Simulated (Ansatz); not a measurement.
`N[SiH2][NH][GeH2][NH2]` + `N[SiH](O)S` → `N[SiH2]S[SiH](N)O` + `[NH2][GeH2][NH2]`  (ligand exchange at the Si–N bond)

Gas-phase electronic energies from Ansatz, PBE0-D4/def2-TZVP geometries. CCSD(T)/CBS is the MP2 limit (def2-TZVPP, def2-QZVPP) plus CCSD(T) − MP2 in def2-TZVPP, frozen cores. DFT in def2-TZVPP. For Ge outer-core shells are correlated without core-valence functions, which leaves a few kJ/mol of doubt a bond. Scalar relativity is left out up to krypton. One conformer a species, not always the lowest.

Q: Is it downhill or uphill in electronic energy at CCSD(T)/CBS, and by how much? (An estimate is asked.)

A: The calculation gave: Downhill: ΔE = -0.12 eV.

Q: What do these levels give: PBE-D4, PBE0, CCSD(T)/def2-TZVPP, HF/def2-QZVPP, MP2/def2-QZVPP, HF/CBS(def2)? (Best estimate.)

A: Ansatz gave: PBE-D4 -0.29, PBE0 -0.20, CCSD(T)/def2-TZVPP -0.09, HF/def2-QZVPP 0.12, MP2/def2-QZVPP -0.15, HF/CBS(def2) 0.12 eV.

Largest T1 diagnostic among the species: 0.012.

From PBE to PBE0 (25 % exact exchange), in def2-TZVPP and without D4, ΔE moves by +0.04 eV. In def2-TZVPP, CCSD(T) changes the Hartree–Fock value by −0.20 eV (the triples alone add −0.05 eV) and MP2 by −0.24 eV.
